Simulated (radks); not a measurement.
All-electron atom: Os in [Xe] 4f14 5d4 6s2 7s2 (not the ground configuration). All-electron calculation, Dirac Kohn-Sham, OLYP, spin-unpolarised, spherical densities, finite nucleus; open shells fill j = l - 1/2 first; Fermi nuclear charge, rms radius 5.4126 fm. Program: a radial shooting solver on a logarithmic mesh with Libxc functionals. Some entries of the table are withheld. Estimate them.

orbital,occ.,eigenvalue (Ry),r(max) (bohr),<r^2> (bohr^2)
1s1/2,2,-5420.043,0.01103,0.0004337
2s1/2,2,-944.7200,0.06361,0.006586
2p1/2,2,-904.8054,0.04710,0.004684
2p3/2,4,-792.2968,0.05415,0.005879
3s1/2,2,-220.7340,0.1790,0.04290
3p1/2,2,(1),0.1674,0.03924
3p3/2,4,(2),0.1818,0.04576
3d3/2,4,-148.2569,0.1420,0.03529
3d5/2,6,-142.9317,0.1460,0.03707
4s1/2,2,-47.43113,0.4052,0.2105
4p1/2,2,-39.90994,0.4042,0.2161
4p3/2,4,-34.13587,0.4343,0.2504
4d3/2,4,-21.78028,0.4292,0.2692
4d5/2,6,-20.70897,0.4387,0.2818
5s1/2,2,-7.77490,0.9132,1.126
5p1/2,2,(3),0.9716,1.340
4f5/2,6,-5.04396,0.4024,0.3728
4f7/2,8,-4.83619,0.4072,0.3841
5p3/2,4,(4),1.052,1.584
5d3/2,4,-1.40101,(5),(6)
5d5/2,0,-1.30594,(7),(8)
6s1/2,2,-1.03143,2.258,(9)
7s1/2,2,-0.16419,6.193,50.49

Answer. 
(1) 3p1/2 eigenvalue (Ry): -202.8335
(2) 3p3/2 eigenvalue (Ry): -178.2868
(3) 5p1/2 eigenvalue (Ry): -5.43586
(4) 5p3/2 eigenvalue (Ry): -4.51335
(5) 5d3/2 r(max) (bohr): 1.291
(6) 5d3/2 <r^2> (bohr^2): 2.918
(7) 5d5/2 r(max) (bohr): 1.327
(8) 5d5/2 <r^2> (bohr^2): 3.100
(9) 6s1/2 <r^2> (bohr^2): 7.271
